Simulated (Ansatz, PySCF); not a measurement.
FGeH₃S₃, SMILES [F][Ge]([SH])([SH])[SH]. Atoms are numbered in the order given.

```xyz
8

F     -1.5067     1.2330     0.5691
Ge    -0.2054     0.1690     0.0780
S     -0.8765    -0.9478    -1.7187
S      1.5674     1.4222    -0.3825
S      0.2211    -1.2172     1.7577
H     -2.0419    -1.3243    -1.1387
H      0.8629     2.2501    -1.1915
H      0.3299    -0.2099     2.6577
```

Coordinates come from a B3LYP-D3(BJ)/def2-SVP optimisation. This is a generated structure with no PubChem entry under its InChIKey; it may be hypothetical. One conformer was computed; it need not be the lowest.

Two levels are set side by side: PBE-D3(BJ)/def2-SVP (Ansatz, an electronic-structure program) and B3LYP-D3(BJ)/def2-SVP (Ansatz). Each level has its own optimised geometry; the coordinates shown are those of the second. Frequencies come from the Hessian of PySCF at each geometry. Differences are taken from unrounded values.

```csv
quantity,B3LYP-D3(BJ)
mean bond length (Å),1.782
bond F1–Ge2 (Å),1.751
bond Ge2–S3 (Å),2.219
bond Ge2–S4 (Å),2.219
bond Ge2–S5 (Å),2.219
bond S3–H6 (Å),1.355
bond S4–H7 (Å),1.355
bond S5–H8 (Å),1.355
highest harmonic wavenumber (cm⁻¹),2662
mean harmonic wavenumber (cm⁻¹),742
zero-point energy (kcal/mol),19.09
```

**Question.** What does PBE-D3(BJ) give, and how far is it from B3LYP-D3(BJ)? (An estimate is asked for; the answer gives what the named calculation found.)

**Answer.** 
| quantity | PBE-D3(BJ) | PBE-D3(BJ) minus B3LYP-D3(BJ) |
|---|---|---|
| mean bond length (Å) | 1.790 | 0.008 |
| bond F1–Ge2 (Å) | 1.764 | 0.013 |
| bond Ge2–S3 (Å) | 2.224 | 0.004 |
| bond Ge2–S4 (Å) | 2.223 | 0.004 |
| bond Ge2–S5 (Å) | 2.223 | 0.004 |
| bond S3–H6 (Å) | 1.365 | 0.010 |
| bond S4–H7 (Å) | 1.365 | 0.010 |
| bond S5–H8 (Å) | 1.365 | 0.010 |
| highest harmonic wavenumber (cm⁻¹) | 2607 | -55 |
| mean harmonic wavenumber (cm⁻¹) | 721 | -21 |
| zero-point energy (kcal/mol) | 18.56 | -0.53 |

Exact exchange shortens and stiffens bonds; PBE has none. Differences between two approximate levels are no errors against the true value.
